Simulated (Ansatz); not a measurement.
Reaction (atomization): `C[B-](C)([NH3+])Cl` → B• + 2 C• + Cl• + 9 H• + N•

Gas-phase electronic energies from Ansatz, PBE0-D4/def2-TZVP geometries. CCSD(T)/CBS adds triple-zeta CCSD(T) − MP2 to the extrapolated MP2 energy (def2 sets, frozen cores). This one scheme is used for every species, atoms too. Functionals use def2-TZVPP. No spin–orbit coupling; open shells (•) take unrestricted orbitals. Spin–orbit coupling would lower the free atoms: a little for B, C, Cl. One conformer a species, not always the lowest.

```json
{"level": "LDA (SPW92)", "ΔE (kcal/mol)": "1397.1", "difference from CCSD(T)/CBS": "164.5"}
{"level": "r2SCANh-D4", "ΔE (kcal/mol)": "1232.0", "difference from CCSD(T)/CBS": "-0.6"}
{"level": "BHLYP-D4", "ΔE (kcal/mol)": "1208.7", "difference from CCSD(T)/CBS": "-23.9"}
{"level": "ωB97X-V", "ΔE (kcal/mol)": "1235.3", "difference from CCSD(T)/CBS": "2.7"}
{"level": "PBE0", "ΔE (kcal/mol)": "1233.5", "difference from CCSD(T)/CBS": "0.9"}
{"level": "HF/def2-SVP", "ΔE (kcal/mol)": "936.2", "difference from CCSD(T)/CBS": "-296.4"}
{"level": "CCSD/def2-SVP", "ΔE (kcal/mol)": "1167.0", "difference from CCSD(T)/CBS": "-65.6"}
{"level": "SCS-MP2/def2-TZVPP", "ΔE (kcal/mol)": "1214.6", "difference from CCSD(T)/CBS": "-18.0"}
{"level": "CCSD(T)/def2-TZVPP", "ΔE (kcal/mol)": "1204.6", "difference from CCSD(T)/CBS": "-28.0"}
{"level": "CCSD/CBS(def2)", "ΔE (kcal/mol)": "1217.7", "difference from CCSD(T)/CBS": "-14.9"}
{"level": "CCSD(T)/CBS", "ΔE (kcal/mol)": "1232.6", "difference from CCSD(T)/CBS": "0"}
```

Largest T1 diagnostic among the species: 0.014.

From PBE to PBE0 (25 % exact exchange), in def2-TZVPP and without D4, ΔE moves by −12.9 kcal/mol: exact exchange takes away binding that semilocal exchange gives to molecules. The D4 term adds +11.2 kcal/mol with B3LYP and +5.9 kcal/mol with PBE0; it sums over pairs of atoms, weighted by their polarisabilities, and B3LYP, whose exchange is more repulsive, gets the larger term.

B3LYP here is the variant with VWN-RPA as its local correlation; programs differ in this.

For atomizations the MP2-based limit and the directly extrapolated one differ by several kJ/mol either way, and by 10 to 25 for some Ge, Se and Sn compounds, so smaller differences from it don't rank the levels.
